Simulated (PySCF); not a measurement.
Q: Give a PBE0-D3(BJ)/def2-SVP geometry of InChI=1S/C8H8F2O/c1-5-3-6(4-11-2)8(10)7(5)9/h3H,1,4H2,2H3.

A: 
```xyz
19
C8H8F2O angstrom
C      3.4273   -0.3903   -0.6630
C      2.2310    0.1396   -0.3656
C      0.9321   -0.5387   -0.2492
C     -0.0026    0.3894    0.0632
C     -1.4585    0.2008    0.2863
O     -1.7990   -1.1341    0.1050
C     -3.1513   -1.3916    0.3184
C      0.6573    1.6995    0.1597
F     -0.0044    2.8082    0.4502
C      1.9755    1.5573   -0.0910
F      2.9175    2.4851   -0.1022
H      4.3197    0.2382   -0.7174
H      3.5379   -1.4593   -0.8576
H      0.7566   -1.6020   -0.3949
H     -2.0258    0.8621   -0.4058
H     -1.7211    0.5500    1.3099
H     -3.4623   -1.1443    1.3530
H     -3.3210   -2.4636    0.1492
H     -3.7975   -0.8188   -0.3763
```

Orientation and origin are arbitrary. Atoms count from 1 in this order. The 7 C–C bonds span 1.342 Å (C1=C2, drawn double) to 1.485 Å (C4–C5, drawn single), a spread of 0.143 Å. Of the pairs four or more bonds apart, O6···H14 is among the closest relative to their van der Waals radii: 2.65 Å, 97 % of the sum of Bondi's values. The 5-membered ring C2–C3–C4–C8–C10 has internal angles of 106.1° to 109.4° (sum 540°, against 540° for a flat polygon); it is planar, 0.00 Å rms from its mean plane, widest ring torsion 0°. The 11 heavy atoms lie in one plane (0.006 Å rms).

Bonds between heavy atoms (Å): C1=C2 1.342, C2–C3 1.470, C3=C4 1.354, C4–C5 1.485, C5–O6 1.390, O6–C7 1.393, C4–C8 1.470, C8–F9 1.323, C8=C10 1.349, C10–F11 1.322, C2–C10 1.466.

Method: PySCF, PBE0-D3(BJ)/def2-SVP geometry optimisation, gas phase.

Not checked by PBE0-D3(BJ)/def2-SVP frequencies. One conformer, not necessarily the lowest (C3–C4–C5–O6 -1°, C4–C5–O6–C7 179°).
